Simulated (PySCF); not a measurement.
C4H10N2Si.
SMILES: `C=CN1CCN[SiH2]1`

The closed-shell ground state was solved at several levels (PySCF, density fitting, gas phase, non-relativistic). One conformer (not necessarily the lowest) at the GFN2-xTB geometry, without solvent, vibrations or thermal averaging.

```tsv
level	basis functions	HOMO (eV)	LUMO (eV)	gap (eV)	dipole (D)
CAM-B3LYP/def2-SVPD	224	-7.10	0.97	8.07	1.99
PBE0/def2-SVPD	224	-5.82	0.12	5.94	2.02
```

(1) What might PBE0/pcSseg-1 (176 basis functions) give for the same quantities?

(2) Over all these levels, which gives the widest orbital gap and which the narrowest?

(3) How far do the dipole and the HOMO energy spread over the levels?

## Answers

(1) HOMO -5.77 eV, LUMO 0.38 eV, gap 6.15 eV, dipole 2.04 D.

(2) CAM-B3LYP/def2-SVPD (range-separated hybrid) has the widest, 8.07 eV, and PBE0/def2-SVPD (global hybrid, 25 % exact exchange) the narrowest, 5.94 eV. The two share the basis. From the narrowest to the widest the HOMO moves by -1.28 eV and the LUMO by +0.85 eV.

(3) The dipole runs from 1.99 to 2.04 D (mean 2.01 D) and the HOMO from -7.10 to -5.77 eV.
